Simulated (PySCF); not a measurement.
C₅H₁₀GeO.
Bonds: Ge1–O2, O2–C3, C3–C4, C4–C5, C5–C6, C5–C7, C3–C6, C3–C7. Hydrogens: H8, H9, H10 on Ge1; H11, H12 on C4; H13 on C5; H14, H15 on C6; H16, H17 on C7.

The calculation used PySCF, PBE0-D3(BJ)/def2-SVP geometry optimisation, gas phase.

**Question.** What internal coordinates does the optimisation give?

**Answer.** 
```tsv
bond	length (Å)	order
Ge1–O2	1.791	single
O2–C3	1.368	single
C3–C4	1.539	single
C4–C5, C5–C6, C5–C7	1.544	single
C3–C6, C3–C7	1.552	single
Ge1–H8, Ge1–H9, Ge1–H10	1.537	single
C4–H11 and 5 like bonds	1.101	single
C5–H13	1.096	single
```

Bonds in one row agree within 0.01 Å and their mean is given. Orders are formal, as drawn. A selection of angles:
```tsv
angle	degrees
O2–Ge1–H8	109.3
O2–Ge1–H10	103.9
H8–Ge1–H9	110.4
H8–Ge1–H10	111.8
Ge1–O2–C3	120.7
O2–C3–C4	124.1
O2–C3–C6	128.3
C4–C3–C6	87.7
C3–C4–C5	73.8
C3–C4–H11	116.3
C5–C4–H11	116.9
H11–C4–H12	112.0
C4–C5–C6	87.8
C4–C5–H13	127.0
C5–C6–H14	116.5
C3–C6–H14	117.0
```

Dihedral angles: Ge1–O2–C3–C4 178° (antiperiplanar); O2–C3–C4–C5 180° (antiperiplanar); C3–C4–C5–C6 -44° (synclinal); C4–C5–C6–C3 44° (synclinal); C4–C5–C7–C3 -44° (synclinal); O2–C3–C6–C5 -177° (antiperiplanar); O2–C3–C7–C5 177° (antiperiplanar).

The 4-membered ring C3–C4–C5–C7 has internal angles of 73.5° to 87.9°; it is puckered, 0.31 Å rms from its mean plane, widest ring torsion 44°. O2 (oxygen bonded to C and Ge) is bent (angle 120.7°). Of the pairs four or more bonds apart, H12···H17 is among the closest relative to their van der Waals radii: 2.30 Å, 96 % of the sum of Bondi's values. Ge1 (germanium bonded to O and 3 H) is distorted tetrahedral (angles from 103.9° to 111.9°). The 4-membered ring C3–C4–C5–C6 has internal angles of 73.5° to 87.8°; it is puckered, 0.31 Å rms from its mean plane, widest ring torsion 44°. The 4-membered ring C3–C6–C5–C7 has internal angles of 73.5° to 88.1°; it is puckered, 0.31 Å rms from its mean plane, widest ring torsion 44°.

Point group: Cs (tolerance 0.08 Å). Whether it is a minimum is left open (no frequencies). One conformer, not necessarily the lowest.

The run took 69 s of wall time on one thread of an Arm Neoverse V1, no GPU, shared host with 64 logical CPUs at a one-minute load of 18, and the process peaked at 0.70 GiB of memory. This is the geometry optimisation.
